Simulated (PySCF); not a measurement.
C4H5 (SMILES [CH2-]C#CC), charge -1, singlet, geometry from GFN2-xTB, with bond 9-4 at 1.6 times its length; TPSS/STO-3G in PySCF.

Here is a job for PySCF.
```python
from pyscf import gto, scf, dft

mol = gto.M(
    atom='''
C    -0.02689703    0.01898413    2.00101260
C    -0.00904766   -0.04049079    0.66114669
C     0.00789498   -0.42450959   -0.53346907
C     0.02444904    0.23607485   -1.86598431
H    -0.95631018    0.02398960    2.57125672
H     0.88696065    0.03044252    2.59575182
H    -0.01375398    1.34661131   -1.85047335
H     0.93433358   -0.04072948   -2.41968026
H    -1.34207098   -0.30270958   -2.83735423
''',
    basis='sto-3g',
    charge=-1,
    verbose=4,
)

mf = dft.RKS(mol)
mf.xc = 'tpss'
mf.level_shift = 1.0
mf.max_cycle = 100
mf.kernel()
```

Problem. What does PySCF print? Leave out banner, timings and long lists.

Solution. 
```
PySCF version 2.14.0

[INPUT] verbose = 4
[INPUT] num. atoms = 9
[INPUT] num. electrons = 30
[INPUT] charge = -1
[INPUT] spin (= nelec alpha-beta = 2S) = 0
[INPUT] symmetry False subgroup None
[INPUT] Mole.unit = angstrom
[INPUT] Symbol           X                Y                Z      unit          X                Y                Z       unit  Magmom
[...]
nuclear repulsion = 92.5014506664973
number of shells = 17
number of NR pGTOs = 75
number of NR cGTOs = 25
basis = sto-3g
ecp = {}

******** <class 'pyscf.dft.rks.RKS'> ********
method = RKS
initial guess = minao
damping factor = 0
level_shift factor = 1.0
DIIS = <class 'pyscf.scf.diis.CDIIS'>
diis_start_cycle = 1
diis_space = 8
diis_damp = 0
SCF conv_tol = 1e-09
SCF conv_tol_grad = None
SCF max_cycles = 100
direct_scf = True
direct_scf_tol = 1e-13
XC library pyscf.dft.libxc version 7.1.2
    S. Lehtola, C. Steigemann, M. J. T. Oliveira, and M. A. L. Marques,  SoftwareX 7, 1–5 (2018)
XC functionals = tpss
    J. Tao, J. P. Perdew, V. N. Staroverov, and G. E. Scuseria,  Phys. Rev. Lett. 91, 146401 (2003)
    J. P. Perdew, J. Tao, V. N. Staroverov, and G. E. Scuseria,  J. Chem. Phys. 120, 6898 (2004)
    J. Tao, J. P. Perdew, V. N. Staroverov, and G. E. Scuseria,  Phys. Rev. Lett. 91, 146401 (2003)
    J. P. Perdew, J. Tao, V. N. Staroverov, and G. E. Scuseria,  J. Chem. Phys. 120, 6898 (2004)
radial grids:
    Treutler-Ahlrichs [JCP 102, 346 (1995); DOI:10.1063/1.469408] (M4) radial grids

becke partition: Becke, JCP 88, 2547 (1988); DOI:10.1063/1.454033
pruning grids: <function nwchem_prune>
grids dens level: 3
symmetrized grids: False
atomic radii adjust function: <function treutler_atomic_radii_adjust>
small_rho_cutoff = 0
Set gradient conv threshold to 3.16228e-05
Initial guess from minao.
tot grids = 105512
init E= -153.601640484917
[...]
cycle= 1 E= -153.204825905795  delta_E= 0.397  |g|= 0.368  |ddm|= 3.98
[...]
cycle= 2 E= -153.250154021676  delta_E= -0.0453  |g|= 0.109  |ddm|= 0.44
[...]
cycle= 3 E= -153.255193979934  delta_E= -0.00504  |g|= 0.0616  |ddm|= 0.147
[...]
cycle= 4 E= -153.256953586853  delta_E= -0.00176  |g|= 0.0405  |ddm|= 0.079
[...]
cycle= 5 E= -153.257829167483  delta_E= -0.000876  |g|= 0.0285  |ddm|= 0.054
[...]
cycle= 6 E= -153.258334299921  delta_E= -0.000505  |g|= 0.0225  |ddm|= 0.0407
[...]
cycle= 7 E= -153.258656651043  delta_E= -0.000322  |g|= 0.02  |ddm|= 0.0317
[...]
cycle= 8 E= -153.258915136991  delta_E= -0.000258  |g|= 0.018  |ddm|= 0.0279
[...]
cycle= 9 E= -153.259113547498  delta_E= -0.000198  |g|= 0.0172  |ddm|= 0.0244
[...]
cycle= 10 E= -153.259245509184  delta_E= -0.000132  |g|= 0.0178  |ddm|= 0.0215
[...]
cycle= 11 E= -153.25936381147  delta_E= -0.000118  |g|= 0.018  |ddm|= 0.0189
[...]
cycle= 12 E= -153.259484873339  delta_E= -0.000121  |g|= 0.0169  |ddm|= 0.0175
[...]
cycle= 13 E= -153.259592042728  delta_E= -0.000107  |g|= 0.0162  |ddm|= 0.0165
[...]
cycle= 14 E= -153.259688692901  delta_E= -9.67e-05  |g|= 0.0155  |ddm|= 0.0156
[...]
cycle= 15 E= -153.25973697942  delta_E= -4.83e-05  |g|= 0.0167  |ddm|= 0.0134
[...]
cycle= 16 E= -153.259777309217  delta_E= -4.03e-05  |g|= 0.0177  |ddm|= 0.0118
[...]
cycle= 17 E= -153.259828092924  delta_E= -5.08e-05  |g|= 0.0176  |ddm|= 0.0111
[...]
cycle= 18 E= -153.259870622672  delta_E= -4.25e-05  |g|= 0.0174  |ddm|= 0.00995
[...]
cycle= 19 E= -153.259918474921  delta_E= -4.79e-05  |g|= 0.0168  |ddm|= 0.00942
[...]
cycle= 20 E= -153.259959878905  delta_E= -4.14e-05  |g|= 0.0163  |ddm|= 0.00879
[...]
cycle= 21 E= -153.259998998526  delta_E= -3.91e-05  |g|= 0.0159  |ddm|= 0.00847
[...]
cycle= 22 E= -153.260046743856  delta_E= -4.77e-05  |g|= 0.0147  |ddm|= 0.00894
[...]
cycle= 23 E= -153.260078975913  delta_E= -3.22e-05  |g|= 0.0141  |ddm|= 0.00737
[...]
cycle= 24 E= -153.260107063135  delta_E= -2.81e-05  |g|= 0.0136  |ddm|= 0.00688
[...]
cycle= 25 E= -153.260129710536  delta_E= -2.26e-05  |g|= 0.0133  |ddm|= 0.00624
[...]
[...]
[...]
cycle= 57 E= -153.260367189186  delta_E= -1.01e-06  |g|= 0.00262  |ddm|= 0.00109
[...]
cycle= 58 E= -153.260368097767  delta_E= -9.09e-07  |g|= 0.00248  |ddm|= 0.00103
[...]
cycle= 59 E= -153.260368914623  delta_E= -8.17e-07  |g|= 0.00234  |ddm|= 0.000978
[...]
cycle= 60 E= -153.260369634456  delta_E= -7.2e-07  |g|= 0.00222  |ddm|= 0.00092
[...]
cycle= 61 E= -153.260370266888  delta_E= -6.32e-07  |g|= 0.00211  |ddm|= 0.000865
[...]
cycle= 62 E= -153.26037085461  delta_E= -5.88e-07  |g|= 0.002  |ddm|= 0.000826
[...]
cycle= 63 E= -153.260371380968  delta_E= -5.26e-07  |g|= 0.00189  |ddm|= 0.000782
[...]
cycle= 64 E= -153.260371849452  delta_E= -4.68e-07  |g|= 0.00178  |ddm|= 0.000738
[...]
cycle= 65 E= -153.26037227275  delta_E= -4.23e-07  |g|= 0.00169  |ddm|= 0.000702
[...]
cycle= 66 E= -153.260372649434  delta_E= -3.77e-07  |g|= 0.00159  |ddm|= 0.000663
[...]
cycle= 67 E= -153.260372984533  delta_E= -3.35e-07  |g|= 0.00151  |ddm|= 0.000626
[...]
cycle= 68 E= -153.260373285962  delta_E= -3.01e-07  |g|= 0.00143  |ddm|= 0.000593
[...]
cycle= 69 E= -153.260373559647  delta_E= -2.74e-07  |g|= 0.00135  |ddm|= 0.000564
[...]
cycle= 70 E= -153.260373804142  delta_E= -2.44e-07  |g|= 0.00127  |ddm|= 0.000533
[...]
cycle= 71 E= -153.260374022523  delta_E= -2.18e-07  |g|= 0.0012  |ddm|= 0.000505
[...]
cycle= 72 E= -153.260374218335  delta_E= -1.96e-07  |g|= 0.00114  |ddm|= 0.000478
[...]
cycle= 73 E= -153.260374392638  delta_E= -1.74e-07  |g|= 0.00107  |ddm|= 0.000452
[...]
cycle= 74 E= -153.260374549074  delta_E= -1.56e-07  |g|= 0.00101  |ddm|= 0.000428
[...]
cycle= 75 E= -153.260374688402  delta_E= -1.39e-07  |g|= 0.000959  |ddm|= 0.000405
[...]
cycle= 76 E= -153.260374812671  delta_E= -1.24e-07  |g|= 0.000906  |ddm|= 0.000382
[...]
cycle= 77 E= -153.260374922938  delta_E= -1.1e-07  |g|= 0.000857  |ddm|= 0.000361
[...]
cycle= 78 E= -153.260375021464  delta_E= -9.85e-08  |g|= 0.000811  |ddm|= 0.000341
[...]
cycle= 79 E= -153.260375109654  delta_E= -8.82e-08  |g|= 0.000768  |ddm|= 0.000322
[...]
cycle= 80 E= -153.260375188607  delta_E= -7.9e-08  |g|= 0.000726  |ddm|= 0.000304
[...]
cycle= 81 E= -153.260375259139  delta_E= -7.05e-08  |g|= 0.000687  |ddm|= 0.000288
[...]
cycle= 82 E= -153.260375322198  delta_E= -6.31e-08  |g|= 0.00065  |ddm|= 0.000272
[...]
cycle= 83 E= -153.260375378799  delta_E= -5.66e-08  |g|= 0.000615  |ddm|= 0.000257
[...]
cycle= 84 E= -153.260375429668  delta_E= -5.09e-08  |g|= 0.000581  |ddm|= 0.000244
[...]
cycle= 85 E= -153.260375475085  delta_E= -4.54e-08  |g|= 0.000549  |ddm|= 0.00023
[...]
cycle= 86 E= -153.260375515848  delta_E= -4.08e-08  |g|= 0.000519  |ddm|= 0.000218
[...]
cycle= 87 E= -153.260375552063  delta_E= -3.62e-08  |g|= 0.000491  |ddm|= 0.000206
[...]
cycle= 88 E= -153.260375584373  delta_E= -3.23e-08  |g|= 0.000464  |ddm|= 0.000195
[...]
cycle= 89 E= -153.260375613342  delta_E= -2.9e-08  |g|= 0.000439  |ddm|= 0.000184
[...]
cycle= 90 E= -153.260375639264  delta_E= -2.59e-08  |g|= 0.000415  |ddm|= 0.000174
[...]
cycle= 91 E= -153.260375662424  delta_E= -2.32e-08  |g|= 0.000392  |ddm|= 0.000165
[...]
cycle= 92 E= -153.260375683118  delta_E= -2.07e-08  |g|= 0.000371  |ddm|= 0.000156
[...]
cycle= 93 E= -153.260375701631  delta_E= -1.85e-08  |g|= 0.00035  |ddm|= 0.000147
[...]
cycle= 94 E= -153.26037571818  delta_E= -1.65e-08  |g|= 0.000331  |ddm|= 0.000139
[...]
cycle= 95 E= -153.260375732964  delta_E= -1.48e-08  |g|= 0.000313  |ddm|= 0.000132
[...]
cycle= 96 E= -153.260375746214  delta_E= -1.32e-08  |g|= 0.000296  |ddm|= 0.000125
[...]
cycle= 97 E= -153.260375758053  delta_E= -1.18e-08  |g|= 0.00028  |ddm|= 0.000118
[...]
cycle= 98 E= -153.260375768642  delta_E= -1.06e-08  |g|= 0.000264  |ddm|= 0.000111
[...]
cycle= 99 E= -153.260375778102  delta_E= -9.46e-09  |g|= 0.00025  |ddm|= 0.000105
[...]
cycle= 100 E= -153.260375786553  delta_E= -8.45e-09  |g|= 0.000236  |ddm|= 9.96e-05
SCF not converged.
SCF energy = -153.260375786553
```

Convergence was not reached.
